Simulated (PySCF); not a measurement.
**Mayer bond orders and bond lengths**

Species: C₆H₁₅BO.
SMILES with atom numbers: `[CH3:1][O+:2]([CH3:3])[BH2-:4][CH:5]1[CH2:6][CH2:7][CH2:8]1` (hydrogens: H9, H10, H11 on C1; H12, H13, H14 on C3; H15, H16 on B4; H17 on C5; H18, H19 on C6; H20, H21 on C7; H22, H23 on C8)

Geometry (PBE0-D3(BJ)/def2-SVP, Å), atoms numbered from 1 in this order:
```xyz
23
C6H15BO angstrom
C     -1.6587    0.0950    0.7820
O     -0.9411    1.0178   -0.0235
C     -1.7522    2.0577   -0.5502
B      0.0867    0.3391   -1.1480
C      1.1175   -0.5979   -0.3648
C      2.3781   -0.8546   -1.2343
C      3.1117    0.2433   -0.4420
C      2.0324    0.1360    0.6509
H     -0.9275   -0.5878    1.2255
H     -2.3735   -0.4738    0.1650
H     -2.1870    0.6459    1.5737
H     -1.0850    2.7334   -1.0949
H     -2.5041    1.6437   -1.2413
H     -2.2432    2.5853    0.2808
H     -0.6817   -0.2398   -1.9148
H      0.5897    1.3453   -1.6315
H      0.6493   -1.5230    0.0171
H      2.8134   -1.8514   -1.0580
H      2.2799   -0.7130   -2.3227
H      4.1552    0.0508   -0.1481
H      3.0732    1.2126   -0.9602
H      2.3559   -0.5191    1.4769
H      1.6582    1.0772    1.0873
```

Bond orders from the PBE0/pcSseg-1 density (PySCF). The structure is a single PBE0-D3(BJ)/def2-SVP conformer in the gas phase; no vibrational or solvent corrections.

Problem. Where do the orders between heavy atoms depart from those drawn in the SMILES?

Solution. The largest departure is 0.604, at O2–B4 (drawn single, 0.396). Drawn single, order below 0.88: C1–O2 (0.845), O2–C3 (0.847) and O2–B4 (0.396). The SMILES, with its formal charges, is one Lewis structure only.

Problem. Give the Mayer order of every bond between heavy atoms, beside its length.

Solution. 
```
 bond  drawn as  length (Å)  Mayer order
C1–O2    single       1.420        0.845
O2–C3    single       1.420        0.847
O2–B4    single       1.668        0.396
B4–C5    single       1.598        0.898
C5–C6    single       1.553        1.021
C6–C7    single       1.540        1.026
C7–C8    single       1.540        1.034
C8–C5    single       1.552        1.005
```

Bonds between the same two heavy elements. C–O: all 2 within 0.02 of one another (0.845 to 0.847). C–C: lowest C8–C5 (1.005, 1.552 Å), highest C7–C8 (1.034, 1.540 Å).

Problem. And the bonds to hydrogen?

Solution. C–H: 0.95 to 0.96 (13 bonds); B–H: 0.96 to 0.98 (2 bonds).

Problem. Sum the orders of all bonds at each heavy atom with more than one neighbour and set the sums beside the valence in the SMILES.

Solution. C1 3.717 (drawn 4), O2 2.088 (drawn 3), C3 3.720 (drawn 4), B4 3.240 (drawn 4), C5 3.871 (drawn 4), C6 3.960 (drawn 4), C7 3.971 (drawn 4), C8 3.950 (drawn 4). Orders between atoms that aren't bonded are not in these sums.

Mayer orders depend on the basis set.

These values come from a run that also computed NMR shieldings. Hardware: one thread, Arm Neoverse N1 (aarch64), on a shared host. Cost: 74 s of wall time, 0.99 GiB resident at most.
